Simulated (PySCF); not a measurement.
**One molecule, a ladder of functionals, a line**

Molecule: `InChI=1S/C3H6O2Si/c1-2-4-6-5-3-1/h1-2H,3,6H2`.

Geometry:
```
atom   x (Å)   y (Å)   z (Å)
  C1  -1.793  -0.549  -0.121
  C2  -1.617   0.758   0.114
  O3  -0.437   1.362   0.404
 Si4   0.981   0.463   0.285
  O5   0.521  -1.120   0.411
  C6  -0.718  -1.594  -0.070
  H7  -2.805  -0.890  -0.353
  H8  -2.454   1.463   0.088
  H9   1.874   0.807   1.417
 H10   1.616   0.767  -1.027
 H11  -1.036  -2.417   0.594
 H12  -0.580  -2.047  -1.072
```

GIAO shieldings (ppm, equivalent atoms averaged) in PySCF 2.14 on the PBE0-D3(BJ)/def2-SVP geometry, basis pcSseg-1, gas phase, non-relativistic:

```csv
functional,exact exchange (%),σ(C6),σ(O3),σ(O5),σ(Si4)
BLYP,0,106.4,203.5,289.3,362.2
BP86,0,111.9,208.7,295.7,365.1
PBE,0,112.2,207.5,294.4,365.5
PBE0,25,119.8,224.2,308.4,380.6
mPW1PW91,25,119.0,224.1,308.1,380.2
BHandHLYP,50,121.6,235.8,315.4,392.7
HF,100,134.5,261.6,333.7,429.4
```

Problem. Fit each shielding as a line in the percentage of exact exchange.

Solution. σ(C6) = 111.1 + 0.24 x (rms 2.3 ppm); σ(O3) = 207.9 + 0.55 x (rms 2.2 ppm); σ(O5) = 294.8 + 0.41 x (rms 2.8 ppm); σ(Si4) = 363.9 + 0.64 x (rms 1.7 ppm). The functionals also differ in their semilocal parts, which the line can't hold; Hartree–Fock has no correlation at all.

Problem. What does the line predict for B3LYP (20 %), and what does the run give?

Solution. σ(C6): 115.9 predicted, 113.2 computed; σ(O3): 218.9 predicted, 217.7 computed; σ(O5): 303.0 predicted, 301.5 computed; σ(Si4): 376.7 predicted, 373.6 computed ppm.
